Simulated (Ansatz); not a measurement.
Mo(OH)2(H)4 (H6MoO2), SMILES [OH][MoH4][OH], multiplicity 1. Atoms are numbered in the order given.

```xyz
9

Mo     0.0000     0.0000     0.2528
O      1.7325     0.0000     0.9881
H      2.6269     0.0000     0.6219
O     -1.7325     0.0000     0.9881
H     -2.6269     0.0000     0.6219
H     -0.8592     0.0000    -1.1619
H      0.0000    -1.4150    -0.6129
H      0.0000     1.4150    -0.6129
H      0.8592     0.0000    -1.1619
```
Charge 0, spin multiplicity 1.

The structure is a stationary point at r2SCAN-D4/def2-SVP. The multiplicity is an assumed one; other spin states were not compared. The def2 effective core potentials stand for the cores of Mo; spin–orbit coupling is left out. One conformer was computed; it need not be the lowest.

Two levels are set side by side: PBE-D3(BJ)/def2-SVP (Ansatz, a quantum-chemistry and plane-wave program) and r2SCAN-D4/def2-SVP (Ansatz). Each level has its own optimised geometry; the coordinates shown are those of the second. Differences are taken from unrounded values.

| quantity | r2SCAN-D4 | PBE-D3(BJ) | PBE-D3(BJ) minus r2SCAN-D4 |
|---|---|---|---|
| mean bond length (Å) | 1.541 | 1.550 | 0.009 |
| bond Mo1–O2 (Å) | 1.882 | 1.890 | 0.008 |
| bond Mo1–O4 (Å) | 1.882 | 1.890 | 0.008 |
| bond Mo1–H6 (Å) | 1.655 | 1.665 | 0.010 |
| bond Mo1–H7 (Å) | 1.659 | 1.669 | 0.010 |
| bond Mo1–H8 (Å) | 1.659 | 1.669 | 0.010 |
| bond Mo1–H9 (Å) | 1.655 | 1.665 | 0.010 |
| bond O2–H3 (Å) | 0.967 | 0.975 | 0.008 |
| bond O4–H5 (Å) | 0.967 | 0.975 | 0.008 |

Here PBE gives about what the other level gives.
